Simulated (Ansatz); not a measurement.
```xyz
13

O     0.0816   -2.1123   -2.8229
Au   -0.0040   -0.8242   -1.1160
N    -0.0926    0.3633    0.4528
Si   -1.5821    1.1718    0.6946
Si    1.3370    0.4562    1.3880
H     0.2982   -3.0175   -2.5752
H     0.7476   -1.8226   -3.4555
H    -1.4759    2.0155    1.9200
H    -2.7275    0.2320    0.8762
H    -1.9530    2.0590   -0.4474
H     1.1071    1.3826    2.5340
H     1.7556   -0.8671    1.9395
H     2.5079    0.9633    0.6118
```

The species carries charge 0 and has multiplicity 1. Au takes the def2 core potential.

Task: List the CAM-B3LYP/def2-TZVPP orbital energies in eV (the Gaussian-basis code of Ansatz). (An estimate is asked.)

Result: Ansatz gave: Occupied: -1800.34, -1800.32, -525.60, -390.27, -144.86, -144.83, -115.48, -100.20, -100.18, -100.17, -100.17, -100.15, -100.15, -66.14, -65.66, -65.63, -32.72, -23.67, -19.35, -16.58, -16.47, -15.03, -14.11, -12.26, -12.08, -11.84, -10.54, -10.48, -10.35, -10.21, -10.09, -10.01, -9.73, -8.61, -7.57. Lowest empty: -0.57, 0.78, 0.83, 1.50, 2.41, 2.49, 2.79, 2.99.
